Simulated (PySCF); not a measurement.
A calculated (r2SCAN, PySCF 2.14, ANO-RCC-VTZP, the spin-free X2C one-electron Hamiltonian (Gaussian nucleus)) atom or ion has these occupied shells.

```tsv
shell	electrons	orbital energy (eV)	rms radius, mean of both spins (bohr)
1s α	1	-24175.8	0.0365
1s β	1	-24175.8	0.0365
2s α	1	-3548.0	0.150
2s β	1	-3547.8	0.150
2p α	3	-3180.3	0.133
2p β	3	-3180.1	0.133
3s α	1	-648.76	0.405
3s β	1	-648.68	0.405
3p α	3	-526.63	0.407
3p β	3	-526.53	0.407
3d α	5	-332.54	0.391
3d β	5	-332.36	0.391
4s α	1	-91.962	1.01
4s β	1	-90.899	1.01
4p α	3	-57.002	1.12
4p β	3	-55.920	1.12
4d α	5	-7.738	1.66
4d β	4	-6.944	1.66
5p α	1	-0.747	3.63
```

**Question.** Name the element and its charge.

**Answer.** Pd (palladium, neutral), in [Kr] 4d9 5p1, one real determinant (an excited configuration).
